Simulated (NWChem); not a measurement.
System: C4H8O; SMILES OCC1CC1

NWChem printed, in part:

```
             Northwest Computational Chemistry Package (NWChem) 7.3.0
             --------------------------------------------------------

 CS  symmetry detected

                             Geometry "geometry" -> ""
                             -------------------------

 Output coordinates in angstroms (scale by  1.889725989 to convert to a.u.)

  No.       Tag          Charge          X              Y              Z
 ---- ---------------- ---------- -------------- -------------- --------------
    1 O                    8.0000     0.68616217     1.50542791     0.00000000
    2 C                    6.0000    -0.66454789     1.07442530     0.00000000
    3 C                    6.0000    -0.70781594    -0.43942437     0.00000000
    4 C                    6.0000     0.32984661    -1.23271528    -0.75688900
    5 C                    6.0000     0.32984661    -1.23271528     0.75688900
    6 H                    1.0000     0.68714196     2.47740358     0.00000000
    7 H                    1.0000    -1.21656400     1.45153991    -0.89840700
    8 H                    1.0000    -1.21656400     1.45153991     0.89840700
    9 H                    1.0000    -1.73708275    -0.83711216     0.00000000
   10 H                    1.0000     1.12600786    -0.65819899    -1.25446400
   11 H                    1.0000     0.00888972    -2.14390939    -1.28550000
   12 H                    1.0000     0.00888972    -2.14390939     1.28550000
   13 H                    1.0000     1.12600786    -0.65819899     1.25446400

 Effective nuclear repulsion energy (a.u.)     182.1976476996

      Symmetry information
      --------------------

 Group name             Cs
 Group number              2
 Group order               2
 No. of unique centers     9

                                 NWChem DFT Module
                                 -----------------

 Summary of "ao basis" -> "ao basis" (spherical)
 ------------------------------------------------------------------------------
       Tag                 Description            Shells   Functions and Types
 ---------------- ------------------------------  ------  ---------------------
 O                          def2-svp                 6       14   3s2p1d
 C                          def2-svp                 6       14   3s2p1d
 H                          def2-svp                 3        5   2s1p

      Symmetry analysis of basis
      --------------------------

        a'         67
        a"         43

            General Information
            -------------------
          SCF calculation type: DFT
          Wavefunction type:  closed shell.
          No. of atoms     :    13
          No. of electrons :    40
           Alpha electrons :    20
            Beta electrons :    20
          Charge           :     0
          Spin multiplicity:     1
          Use of symmetry is: on ; symmetry adaption is: on
          Maximum number of iterations: 150
          AO basis - number of functions:   110
                     number of shells:    54
          Convergence on energy requested:  1.00D-06
          Convergence on density requested:  1.00D-05
          Convergence on gradient requested:  5.00D-04

              XC Information
              --------------
                         B3LYP Method XC Potential
                     Hartree-Fock (Exact) Exchange  0.200
                        Slater Exchange Functional  0.800 local
                    Becke 1988 Exchange Functional  0.720 non-local
              Lee-Yang-Parr Correlation Functional  0.810
                  VWN I RPA Correlation Functional  0.190 local

             Grid Information
             ----------------
          Grid used for XC integration:  medium
          Radial quadrature: Mura-Knowles
          Angular quadrature: Lebedev.
          Tag              B.-S. Rad. Rad. Pts. Rad. Cut. Ang. Pts.
          ---              ---------- --------- --------- ---------
          O                   0.60       49          11.0       434
          C                   0.70       49          10.0       434
          H                   0.35       45          12.0       434
          Grid pruning is: on
          Number of quadrature shells:   421
          Spatial weights used:  Erf1

      Superposition of Atomic Density Guess
      -------------------------------------

 Sum of atomic energies:        -229.18462805

      Non-variational initial energy
      ------------------------------

 Total energy =    -232.504863
 1-e energy   =    -669.717317
 2-e energy   =     255.014807
 HOMO         =      -0.314692
 LUMO         =       0.084618

      Symmetry analysis of molecular orbitals - initial
      -------------------------------------------------

  Numbering of irreducible representations:

     1 a'          2 a"

  Orbital symmetries:

     1 a'          2 a'          3 a"          4 a'          5 a'
     6 a'          7 a'          8 a'          9 a"         10 a'
    11 a'         12 a'         13 a'         14 a"         15 a'
    16 a"         17 a'         18 a"         19 a'         20 a"
    21 a'         22 a'         23 a'         24 a"         25 a"
    26 a'         27 a'         28 a"         29 a'         30 a"

   convergence    iter        energy       DeltaE   RMS-Dens  Diis-err
 ---------------- ----- ----------------- --------- --------- ---------
 d= 0,ls=0.0,diis     1   -232.1823846040 -4.14D+02  1.10D-02  5.64D-01
 d= 0,ls=0.0,diis     2   -232.2042044686 -2.18D-02  5.72D-03  4.89D-01
 d= 0,ls=0.0,diis     3   -232.2459336123 -4.17D-02  1.43D-03  6.18D-02
 d= 0,ls=0.0,diis     4   -232.2515214957 -5.59D-03  2.89D-04  1.28D-03
 d= 0,ls=0.0,diis     5   -232.2516433469 -1.22D-04  7.70D-05  1.32D-04
  Resetting Diis
 d= 0,ls=0.0,diis     6   -232.2516587832 -1.54D-05  1.69D-05  2.99D-06
 d= 0,ls=0.0,diis     7   -232.2516591234 -3.40D-07  6.95D-06  1.78D-07

         Total DFT energy =     -232.251659123412
      One electron energy =     -674.856325097717
           Coulomb energy =      293.650813720804
    Exchange-Corr. energy =      -33.243795446057
 Nuclear repulsion energy =      182.197647699558

 Numeric. integr. density =       39.999983497693

                  Occupations of the irreducible representations
                  ----------------------------------------------

                     irrep           alpha         beta
                     --------     --------     --------
                     a'               14.0         14.0
                     a"                6.0          6.0

                       DFT Final Molecular Orbital Analysis
                       ------------------------------------

 Vector   18  Occ=2.000000D+00  E=-2.946282D-01  Symmetry=a"
              MO Center=  1.3D-01,  1.2D-01, -1.1D-14, r^2= 2.9D+00
   Bfn.  Coefficient  Atom+Function         Bfn.  Coefficient  Atom+Function
  ----- ------------  ---------------      ----- ------------  ---------------
     6      0.419409   1 O  pz               34     -0.349394   3 C  pz
     9      0.312123   1 O  pz               37     -0.235870   3 C  pz
    47      0.160410   4 C  py               61     -0.160410   5 C  py
    46     -0.152816   4 C  px               60      0.152816   5 C  px
    96     -0.104052  11 H  s               101      0.104052  12 H  s

 Vector   19  Occ=2.000000D+00  E=-2.869625D-01  Symmetry=a'
              MO Center=  1.3D-01, -9.2D-01,  1.3D-14, r^2= 2.2D+00
   Bfn.  Coefficient  Atom+Function         Bfn.  Coefficient  Atom+Function
  ----- ------------  ---------------      ----- ------------  ---------------
    48      0.280833   4 C  pz               62     -0.280833   5 C  pz
    46      0.216887   4 C  px               60      0.216887   5 C  px
    32     -0.182024   3 C  px               47     -0.162848   4 C  py
    51      0.162884   4 C  pz               61     -0.162848   5 C  py
    65     -0.162884   5 C  pz               33      0.158483   3 C  py

 Vector   20  Occ=2.000000D+00  E=-2.606780D-01  Symmetry=a"
              MO Center= -6.0D-02,  6.1D-01, -5.6D-16, r^2= 3.0D+00
   Bfn.  Coefficient  Atom+Function         Bfn.  Coefficient  Atom+Function
  ----- ------------  ---------------      ----- ------------  ---------------
     6      0.415771   1 O  pz                9      0.314688   1 O  pz
    34      0.260303   3 C  pz               76      0.228679   7 H  s
    81     -0.228679   8 H  s                20     -0.202499   2 C  pz
    45     -0.199568   4 C  s                59      0.199568   5 C  s
    46      0.170162   4 C  px               60     -0.170162   5 C  px

 Vector   21  Occ=0.000000D+00  E= 4.389521D-02  Symmetry=a'
              MO Center= -5.0D-02,  1.7D+00, -5.4D-15, r^2= 6.1D+00
   Bfn.  Coefficient  Atom+Function         Bfn.  Coefficient  Atom+Function
  ----- ------------  ---------------      ----- ------------  ---------------
    17      1.206533   2 C  s                72     -0.996220   6 H  s
    77     -0.637251   7 H  s                82     -0.637251   8 H  s
     3      0.586332   1 O  s                87     -0.507644   9 H  s
    45      0.403795   4 C  s                59      0.403795   5 C  s
    97     -0.336019  11 H  s               102     -0.336019  12 H  s

 Vector   22  Occ=0.000000D+00  E= 7.567591D-02  Symmetry=a'
              MO Center= -5.6D-01, -5.9D-01, -4.2D-14, r^2= 7.8D+00
   Bfn.  Coefficient  Atom+Function         Bfn.  Coefficient  Atom+Function
  ----- ------------  ---------------      ----- ------------  ---------------
    87      1.168431   9 H  s                31     -0.991607   3 C  s
    97      0.763276  11 H  s               102      0.763276  12 H  s
    72     -0.625055   6 H  s                 3      0.456508   1 O  s
    17     -0.381860   2 C  s                92     -0.381028  10 H  s
   107     -0.381028  13 H  s                50      0.377618   4 C  py

 Vector   23  Occ=0.000000D+00  E= 9.489021D-02  Symmetry=a'
              MO Center= -5.5D-01, -1.3D-01, -6.6D-14, r^2= 8.2D+00
   Bfn.  Coefficient  Atom+Function         Bfn.  Coefficient  Atom+Function
  ----- ------------  ---------------      ----- ------------  ---------------
    17      1.729726   2 C  s                45     -1.357650   4 C  s
    59     -1.357650   5 C  s                77     -1.068760   7 H  s
    82     -1.068760   8 H  s                97      0.853253  11 H  s
   102      0.853253  12 H  s                31      0.638267   3 C  s
    92      0.555324  10 H  s               107      0.555324  13 H  s

     Multipole analysis of the density
     ---------------------------------

     L   x y z        total         alpha         beta         nuclear
     -   - - -        -----         -----         ----         -------
     0   0 0 0     -0.000000    -20.000000    -20.000000     40.000000

     1   1 0 0     -0.411206     -0.205603     -0.205603     -0.000000
     1   0 1 0      0.509877      0.254939      0.254939      0.000000
     1   0 0 1      0.000000      0.000000      0.000000      0.000000

     2   2 0 0    -23.885768    -47.142007    -47.142007     70.398246
     2   1 1 0      0.492534      1.905220      1.905220     -3.317906
     2   1 0 1     -0.000000     -0.000000     -0.000000      0.000000
     2   0 2 0    -19.208703   -126.667086   -126.667086    234.125470
     2   0 1 1      0.000000      0.000000      0.000000     -0.000000
     2   0 0 2    -24.128449    -38.742257    -38.742257     53.356065

                                 NWChem DFT Module
                                 -----------------

      Symmetry analysis of basis
      --------------------------

        a'         67
        a"         43

            General Information
            -------------------
          SCF calculation type: DFT
          Wavefunction type:  spin polarized.
          No. of atoms     :    13
          No. of electrons :    39
           Alpha electrons :    20
            Beta electrons :    19
          Charge           :     1
          Spin multiplicity:     2
          Use of symmetry is: on ; symmetry adaption is: on
          Maximum number of iterations: 150
          AO basis - number of functions:   110
                     number of shells:    54
          Convergence on energy requested:  1.00D-06
          Convergence on density requested:  1.00D-05
          Convergence on gradient requested:  5.00D-04

              XC Information
              --------------
                         B3LYP Method XC Potential
                     Hartree-Fock (Exact) Exchange  0.200
                        Slater Exchange Functional  0.800 local
                    Becke 1988 Exchange Functional  0.720 non-local
              Lee-Yang-Parr Correlation Functional  0.810
                  VWN I RPA Correlation Functional  0.190 local

             Grid Information
             ----------------
          Grid used for XC integration:  medium
          Radial quadrature: Mura-Knowles
          Angular quadrature: Lebedev.
          Tag              B.-S. Rad. Rad. Pts. Rad. Cut. Ang. Pts.
          ---              ---------- --------- --------- ---------
          O                   0.60       49          11.0       434
          C                   0.70       49          10.0       434
          H                   0.35       45          12.0       434
          Grid pruning is: on
          Number of quadrature shells:   421
          Spatial weights used:  Erf1

      Superposition of Atomic Density Guess
      -------------------------------------

 Sum of atomic energies:        -229.18462805

 Renormalizing density from      40.00 to     39

      Non-variational initial energy
      ------------------------------

 Total energy =    -228.353286
 1-e energy   =    -652.974384
 2-e energy   =     242.423451
 HOMO         =      -0.610809
 LUMO         =      -0.154304

   Symmetry analysis of molecular orbitals - initial alpha
   -------------------------------------------------------

  Numbering of irreducible representations:

     1 a'          2 a"

  Orbital symmetries:

     1 a'          2 a'          3 a'          4 a'          5 a"
     6 a'          7 a'          8 a'          9 a"         10 a'
    11 a'         12 a'         13 a'         14 a"         15 a'
    16 a"         17 a'         18 a"         19 a'         20 a"
    21 a'         22 a"         23 a'         24 a'         25 a'
    26 a"         27 a'         28 a'         29 a"         30 a"

   Symmetry analysis of molecular orbitals - initial beta
   ------------------------------------------------------

  Numbering of irreducible representations:

     1 a'          2 a"

  Orbital symmetries:

     1 a'          2 a'          3 a'          4 a'          5 a"
     6 a'          7 a'          8 a'          9 a"         10 a'
    11 a'         12 a'         13 a'         14 a"         15 a'
    16 a"         17 a'         18 a"         19 a'         20 a"
    21 a'         22 a"         23 a'         24 a'         25 a'
    26 a"         27 a'         28 a'         29 a"         30 a"

[...]
```

Level: B3LYP/def2-SVP, vertical spin-unrestricted ions. Structure relaxed at the PBE-D3(BJ)/def2-SVP level. Not confirmed as a minimum by frequencies.

Problem. Which NWChem input produces such a log?

Solution. One answer among several that fit: the input that was run:
```
start job
memory heap 200 mb stack 900 mb global 1100 mb
geometry units angstroms noautoz
  O      0.688962     1.505796     0.000000
  C     -0.661564     1.074217     0.000000
  C     -0.704186    -0.439651     0.000000
  C      0.333815    -1.232499    -0.756889
  C      0.333815    -1.232499     0.756889
  H      0.689527     2.477772     0.000000
  H     -1.213741     1.451096    -0.898407
  H     -1.213741     1.451096     0.898407
  H     -1.733283    -0.837778     0.000000
  H      1.129731    -0.657643    -1.254464
  H      0.013247    -2.143830    -1.285500
  H      0.013247    -2.143830     1.285500
  H      1.129731    -0.657643     1.254464
end
basis spherical
  O library def2-svp
  C library def2-svp
  H library def2-svp
end
dft
  xc b3lyp
  iterations 150
  vectors input atomic output neutral.movecs
end
task dft energy
charge 1
dft
  odft
  mult 2
  vectors input atomic output cation.movecs
end
task dft energy
```
